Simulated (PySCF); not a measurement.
# Spin-Hamiltonian simulation

Molecule: `Cc1ccccc1`, C$_{7}$H$_{8}$.

Molfile (atoms numbered from 1):
```
C7H8
     RDKit          3D

 15 15  0  0  0  0  0  0  0  0999 V2000
    2.2260   -0.1953   -0.0845 C   0  0  0  0  0  0  0  0  0  0  0  0
    0.7367   -0.0110   -0.0364 C   0  0  0  0  0  0  0  0  0  0  0  0
   -0.1183   -1.1212   -0.0122 C   0  0  0  0  0  0  0  0  0  0  0  0
   -1.5000   -0.9618    0.0527 C   0  0  0  0  0  0  0  0  0  0  0  0
   -2.0569    0.3165    0.0931 C   0  0  0  0  0  0  0  0  0  0  0  0
   -1.2199    1.4298    0.0671 C   0  0  0  0  0  0  0  0  0  0  0  0
    0.1633    1.2647    0.0023 C   0  0  0  0  0  0  0  0  0  0  0  0
    2.6124   -0.5545    0.8837 H   0  0  0  0  0  0  0  0  0  0  0  0
    2.5150   -0.9394   -0.8425 H   0  0  0  0  0  0  0  0  0  0  0  0
    2.7425    0.7463   -0.3181 H   0  0  0  0  0  0  0  0  0  0  0  0
    0.3094   -2.1276   -0.0464 H   0  0  0  0  0  0  0  0  0  0  0  0
   -2.1477   -1.8420    0.0693 H   0  0  0  0  0  0  0  0  0  0  0  0
   -3.1410    0.4433    0.1422 H   0  0  0  0  0  0  0  0  0  0  0  0
   -1.6452    2.4361    0.0953 H   0  0  0  0  0  0  0  0  0  0  0  0
    0.8130    2.1443   -0.0201 H   0  0  0  0  0  0  0  0  0  0  0  0
  1  2  1  0
  2  3  2  0
  3  4  1  0
  4  5  2  0
  5  6  1  0
  6  7  2  0
  7  2  1  0
  1  8  1  0
  1  9  1  0
  1 10  1  0
  3 11  1  0
  4 12  1  0
  5 13  1  0
  6 14  1  0
  7 15  1  0
M  END
```

Computed data (PySCF 2.14.0 with density-fitted response routines): spin–spin couplings from B3LYP/pcJ-1 (without the spin–dipole term), PBE0-D3(BJ)/def2-SVP geometry, NMR shieldings at B3LYP/pcSseg-2/GIAO. Fast rotation and ring inversion assumed for equivalent nuclei, single conformer, non-relativistic Hamiltonian, in vacuum.

Scale: 1H (σref 31.39) against TMS (reference shieldings calculated alike).

Shifts (ppm): H8/H9/H10 2.44, H11/H15 7.34, H12/H14 7.39, H13 7.27.
Couplings (Hz): H8–H9, H8–H10, H9–H10: -15.9; H8–H11, H8–H15, H9–H11, H9–H15, H10–H11, H10–H15: -0.9; H8–H12, H8–H14, H9–H12, H9–H14, H10–H12, H10–H14: 0.4; H8–H13, H9–H13, H10–H13: -0.9; H11–H12, H14–H15: 8.5; H11–H13, H13–H15: 0.9; H11–H14, H12–H15: 0.6; H11–H15: 1.7; H12–H13, H13–H14: 8.3; H12–H14: 1.1.

The 8-spin Hamiltonian (Zeeman plus full scalar coupling among like nuclei) was diagonalised exactly; lines are Lorentzian, 0.4 Hz wide, and the maxima above 3 % are listed with the tallest set to 100.

Q: Give the 1H peak list of this spin system at 80 MHz.

A: 
```csv
Hz,ppm,height
596.1,7.451,3
592.6,7.408,7
592.0,7.400,5
591.1,7.389,12
589.1,7.363,38
588.1,7.351,100
586.9,7.336,30
586.2,7.328,22
585.6,7.320,20
584.6,7.308,11
583.9,7.299,7
583.6,7.294,7
582.9,7.286,3
582.4,7.280,4
581.4,7.268,3
195.6,2.444,91
195.2,2.440,86
194.2,2.427,34
```

Q: And at 700 MHz?

A: 
```csv
Hz,ppm,height
5182.3,7.403,12
5181.9,7.403,11
5180.8,7.401,6
5180.4,7.401,5
5173.6,7.391,31
5173.2,7.390,31
5167.1,7.382,8
5166.8,7.381,9
5165.5,7.379,24
5165.2,7.379,26
5143.9,7.348,10
5143.0,7.347,27
5142.1,7.346,39
5141.2,7.345,31
5140.5,7.344,18
5139.1,7.342,7
5135.5,7.336,6
5134.7,7.335,12
5133.9,7.334,21
5133.0,7.333,23
5132.1,7.332,14
5131.2,7.330,5
5098.2,7.283,6
5097.2,7.282,11
5096.2,7.280,11
5095.3,7.279,6
5090.5,7.272,5
5089.6,7.271,9
5089.0,7.270,14
5088.2,7.269,14
5087.6,7.268,9
5086.7,7.267,5
5081.9,7.260,4
5080.9,7.258,8
5080.0,7.257,8
5079.0,7.256,4
1709.3,2.442,41
1708.8,2.441,71
1708.5,2.441,100
1708.0,2.440,96
1707.6,2.439,99
1707.2,2.439,70
1706.7,2.438,41
```

Q: Among coupled protons with different shifts, which pair is furthest from first order, and how does the field change that?

A: H11 and H12: Δν/J is about 0.5 at 80 MHz (strongly coupled) and 4.1 at 700 MHz (intermediate, with clear roofing). J in Hz doesn't depend on the field, while Δν in Hz grows in proportion to it. The system also holds chemically equivalent protons that couple differently to a partner (AA′BB′ or AA′XX′ type), and that part stays second order at any field.

Unscaled 3J(H,H) at this level run about 10 % above measured values.
